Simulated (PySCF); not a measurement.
## Structure from NMR data

Molecular formula: C7H15FP2. Simulated spectra:

¹H NMR (600 MHz, computed): δ 2.94 (m, 1H), 1.20 (m, 2H), 1.14 (d, 6H), 0.99 (m, 6H).

¹³C{¹H} NMR (computed): δ 255.9, 31.9, 20.1 (2C), 20.1, 15.1 (2C).

How the numbers were obtained: structure optimised with PBE0-D3(BJ)/def2-SVP, σ from GIAO-HF/pcSseg-1, in PySCF 2.14.0 with density-fitted response routines (non-relativistic, a single conformation, no solvent, fast rotation and ring inversion assumed for equivalent nuclei).

δ = σ(ref) − σ, references computed at the same level: ¹H (σref 31.69), ¹³C (σref 190.85) against TMS.

**Question.** Deduce the structure.

**Answer.** 
1. 5 carbon signals for 7 carbons: some carbons are equivalent by symmetry or fast rotation.
2. Carbon types of the structure: 1 × C, 1 × CH, 1 × CH2, 4 × CH3, which accounts for all hydrogens.
3. δC 255.9: carbon double-bonded to a heavier main-group atom.
4. δC 31.9: sp3 CH; saturated and bonded to C and H only.
5. δC 20.1: methyl carbon; saturated and bonded to C and H only.
6. δC 20.1: sp3 CH2 bonded to 2 P.
7. δC 15.1: methyl carbon bonded to P.
8. δH 1.20: hydrogen on an sp3 CH2 bonded to 2 P.
9. δH 1.14: hydrogen on a methyl carbon.

Structure: `P(=C(/C(C)C)F)/CP(C)C`.

The shifts were computed for this structure.

Splittings by ¹⁹F and ³¹P in the carbon and heteronuclear signals aren't shown, as no couplings were computed. Shifts are as computed. Against solution values, carbons near 30 ppm lie about -0 ppm off and those near 130 ppm about +7 ppm. Of 1313 compounds with measured shifts, 239 miss one by over three times the rms of a fit or turn the order of signals round; such compounds aren't used in these exercises. No couplings were computed; multiplicities are counted from neighbouring protons, with m where these are inequivalent, close in shift, in a saturated or five-membered ring or joined by F or P, and br s for small geminal =CH2 splittings.
